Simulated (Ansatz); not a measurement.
Consider the formal exchange of groups at a Te–Si bond: `O[SiH2][TeH]` + `C[CH2][AlH2]` → `[AlH2][CH2]C[TeH]` + silanol.

Computed with Ansatz on PBE0-D4/def2-TZVP structures; ΔE is electronic, products minus reactants. CCSD(T)/CBS is the MP2 limit (def2-TZVPP, def2-QZVPP) plus CCSD(T) − MP2 in def2-TZVPP, frozen cores. DFT in def2-TZVPP. def2 core potentials past Kr. For Te outer-core shells are correlated without core-valence functions, which leaves a few kJ/mol of doubt a bond. One conformer a species, not always the lowest.

`O[SiH2][TeH]`:

Cartesian coordinates in Å:
```
O 0.927 -1.385 0.207
Si -0.082 -0.150 0.602
Te 0.308 1.922 -0.739
H 1.074 -1.554 -0.725
H -1.509 -0.511 0.407
H 0.207 0.158 2.019
H -0.926 1.521 -1.770
```

`C[CH2][AlH2]`:

```xyz
10

C     0.986    0.062    0.895
C     0.385    0.040   -0.509
Al   -1.563   -0.112   -0.638
H     2.077    0.149    0.877
H     0.743   -0.846    1.453
H     0.605    0.901    1.484
H     0.814   -0.785   -1.096
H     0.679    0.940   -1.067
H    -2.262   -0.130   -2.068
H    -2.464   -0.220    0.670
```

`[AlH2][CH2]C[TeH]`:

Cartesian coordinates in Å:
```
Al 1.343 0.422 -1.607
C 0.579 0.421 0.204
C -0.713 -0.358 0.348
Te -1.431 -0.269 2.391
H 0.606 -0.357 -2.781
H 2.697 1.205 -1.884
H 0.442 1.469 0.503
H 1.349 0.035 0.885
H -1.508 0.043 -0.280
H -0.586 -1.413 0.108
H -2.778 -1.198 2.113
```

`O[SiH3]`:

Z-matrix (Å, degrees):
```
Si
O 1 1.648
H 1 1.489 2 111.7
H 1 1.489 2 111.7 3 120.9
H 1 1.481 2 105.9 3 -119.6
H 2 0.957 1 117.9 3 -60.5
```

```tsv
level	ΔE (kcal/mol)
revPBE-D4	23.3
r2SCAN0-D4	25.2
ωB97M-V	23.8
B2PLYP	23.0
HF/def2-SVP	24.8
SCS-MP2/def2-TZVPP	21.2
HF/def2-QZVPP	23.6
MP2/CBS(def2)	22.7
```

(1) What does CCSD(T)/CBS give? (Best estimate.)

Largest T1 diagnostic among the species: 0.011.

Results:

(1) Computed: +22.4 kcal/mol. The listed levels differ from it by 0.9, 2.8, 1.4, 0.6, 2.4, -1.2, 1.2, 0.3 kcal/mol.

In def2-TZVPP, CCSD(T) changes the Hartree–Fock value by −2.0 kcal/mol (the triples alone add −0.4 kcal/mol) and MP2 by −1.7 kcal/mol. From BLYP to BHLYP (50 % exact exchange), in def2-TZVPP and without D4, ΔE moves by +1.1 kcal/mol.
